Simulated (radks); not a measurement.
Results of a calculation; reference values are marked as such.
Trend from Lu+ to Hg+: ionisation energy by Delta-SCF between NIST ground configurations, and size. Code: a radial shooting solver on a logarithmic mesh with Libxc functionals. Model: scalar-relativistic Kohn-Sham, BLYP, spin-unpolarised, spherical densities, finite nucleus; Fermi nuclear charge, rms radius of each element as measured or else 0.836 A^(1/3) + 0.57 fm.

species,configuration,IE (eV),NIST (eV),kind,-e(HOMO) (eV),outermost,<r> outermost (bohr),r at 0.001 e/bohr^3 (bohr)
Lu+,[Xe] 4f14 6s2,14.290,14.13,semi-emp.,10.983 (6s),6s,3.26,4.62
Hf+,[Xe] 4f14 5d1 6s2,15.797,14.61,theory,10.568 (5d),6s,3.11,4.58
Ta+,[Xe] 4f14 5d3 6s1,15.048,16.2,semi-emp.,10.400 (5d),6s,3.07,4.39
W+,[Xe] 4f14 5d4 6s1,15.746,16.4,semi-emp.,11.627 (5d),6s,2.97,4.33
Re+,[Xe] 4f14 5d5 6s1,16.385,16.6,semi-emp.,12.676 (6s),6s,2.87,4.25
Os+,[Xe] 4f14 5d6 6s1,16.978,17,semi-emp.,13.141 (6s),6s,2.79,4.18
Ir+,[Xe] 4f14 5d7 6s1,17.537,17.0,semi-emp.,13.575 (6s),6s,2.71,4.11
Pt+,[Xe] 4f14 5d9,19.878,18.6,exp.,14.229 (5d),5d,1.65,3.87
Au+,[Xe] 4f14 5d10,21.113,20.20,exp.,15.247 (5d),5d,1.58,3.80
Hg+,[Xe] 4f14 5d10 6s1,19.063,18.757,exp.,14.753 (6s),6s,2.52,3.91

Reference values: NIST Atomic Spectra Database (exp. = measured, semi-emp. = semi-empirical, theory = theoretical value adopted there). Spin polarisation and multiplet splitting are left out, so open shells lie too high by an amount that depends on their filling. Spin-orbit splitting is averaged out at the scalar-relativistic level.

Beside tabulated values, note that spin-unpolarised runs miss the spin-polarisation part of the exchange energy of open shells.
